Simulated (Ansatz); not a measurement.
B₁₅N₁₅H₃₄, a nanocrystal cut from wurtzite BN (hydrogen-capped), relaxed as a singlet with RKS r2SCAN-D4/def2-SVP in Ansatz, starting from the GFN2-xTB geometry. Force threshold 0.03 eV/Å.

Single mean-field runs in def2-SVP are fitted with def2-universal-jkfit.

Start:

Cartesian coordinates in Å:
```
B 0.240 -3.118 -1.015
N -0.867 -2.312 -1.844
N 0.221 -2.605 0.422
B -0.953 -1.577 0.737
B 0.175 -1.899 3.053
N -0.909 -1.126 2.200
B -0.635 -0.751 -1.674
N -1.768 -0.035 -2.524
N -0.710 -0.347 -0.222
B -1.856 0.703 0.056
B -0.671 0.434 2.342
N -1.813 1.159 1.518
B -1.608 1.554 -2.412
N -1.570 1.920 -0.930
B -1.654 2.724 1.672
N 1.602 -2.701 -1.689
B 1.597 -1.972 0.896
N 1.527 -1.514 2.355
B 1.892 -1.136 -1.555
N 0.724 -0.409 -2.326
N 1.782 -0.743 -0.083
B 0.649 0.325 0.227
B 1.814 0.048 2.501
N 0.681 0.771 1.676
B 0.990 1.143 -2.237
N -0.195 1.841 -3.049
N 0.877 1.542 -0.767
B -0.227 2.638 -0.482
B 0.916 2.323 1.818
N -0.266 3.016 1.001
H 0.048 -4.292 -1.143
H -1.747 -2.540 -1.385
H -0.907 -2.632 -2.807
H 0.060 -3.355 1.086
H -2.019 -2.115 0.480
H -0.017 -3.104 2.985
H 0.153 -1.551 4.189
H -1.795 -1.318 2.650
H -2.658 -0.235 -2.071
H -1.821 -0.330 -3.494
H -2.946 0.229 -0.221
H -0.746 0.746 3.481
H -2.684 0.928 1.978
H -2.472 2.081 -3.049
H -2.293 2.590 -0.692
H -2.551 3.299 1.073
H -1.664 3.043 2.817
H 1.687 -3.028 -2.646
H 2.334 -3.149 -1.144
H 2.495 -2.774 0.738
H 2.259 -1.954 2.896
H 2.943 -0.902 -2.071
H 0.757 -0.687 -3.301
H 2.626 -0.291 0.256
H 1.783 0.350 3.647
H 2.916 0.282 2.038
H 2.023 1.422 -2.766
H -0.158 1.630 -4.041
H -0.035 2.839 -2.940
H 1.731 1.968 -0.420
H -0.035 3.618 -1.173
H 0.873 2.674 2.950
H 1.976 2.657 1.319
H -0.101 4.007 1.114
```

**Question.** Estimate the energy that the relaxation releases and the steps that it takes.

**Answer.** 0.30 eV, in 4 steps; 49 s on 2 threads of AMD EPYC 7R13 on a shared host and a share (18 GiB) of an NVIDIA H100 80GB HBM3. No frequencies were taken in this run, so the end may be a saddle point.

**Question.** Does the start keep its bonding and symmetry?

**Answer.** By distances, no bond broke or formed. The bond that changes most is B29–H62, from 1.19 to 1.22 Å (atoms count from 1). Point group Cs at the start, Cs at the end, both within 0.05 Å.

**Question.** Predict the relaxed structure.

**Answer.** 
Cartesian coordinates in Å:
```
B 0.248 -3.140 -1.017
N -0.876 -2.330 -1.824
N 0.226 -2.619 0.433
B -0.956 -1.592 0.728
B 0.173 -1.927 3.058
N -0.919 -1.139 2.207
B -0.652 -0.768 -1.708
N -1.789 -0.021 -2.514
N -0.706 -0.348 -0.230
B -1.866 0.705 0.041
B -0.691 0.430 2.352
N -1.830 1.165 1.518
B -1.616 1.569 -2.425
N -1.576 1.937 -0.928
B -1.675 2.743 1.662
N 1.620 -2.712 -1.671
B 1.610 -1.987 0.899
N 1.535 -1.525 2.369
B 1.908 -1.144 -1.568
N 0.728 -0.411 -2.338
N 1.803 -0.746 -0.078
B 0.672 0.329 0.211
B 1.827 0.046 2.504
N 0.677 0.771 1.684
B 0.999 1.152 -2.255
N -0.193 1.868 -3.040
N 0.891 1.559 -0.767
B -0.228 2.657 -0.489
B 0.921 2.334 1.820
N -0.269 3.035 1.006
H 0.052 -4.337 -1.141
H -1.751 -2.550 -1.327
H -0.975 -2.683 -2.777
H 0.061 -3.387 1.092
H -2.041 -2.130 0.453
H -0.026 -3.152 2.955
H 0.142 -1.587 4.227
H -1.812 -1.352 2.650
H -2.678 -0.205 -2.028
H -1.907 -0.328 -3.482
H -2.966 0.210 -0.247
H -0.758 0.752 3.519
H -2.719 0.939 1.965
H -2.499 2.111 -3.069
H -2.313 2.613 -0.701
H -2.583 3.309 1.024
H -1.704 3.079 2.832
H 1.747 -3.070 -2.619
H 2.352 -3.161 -1.106
H 2.526 -2.803 0.732
H 2.276 -1.984 2.899
H 2.978 -0.895 -2.094
H 0.794 -0.679 -3.323
H 2.667 -0.305 0.263
H 1.816 0.369 3.676
H 2.935 0.283 1.992
H 2.059 1.428 -2.788
H -0.145 1.711 -4.048
H -0.037 2.876 -2.911
H 1.753 2.005 -0.428
H -0.028 3.652 -1.197
H 0.896 2.695 2.981
H 1.999 2.648 1.284
H -0.107 4.038 1.099
```
Bond lengths: 43 × B–N 1.54 to 1.60 Å; 17 × H–N 1.02 to 1.03 Å; 17 × B–H 1.21 to 1.25 Å.
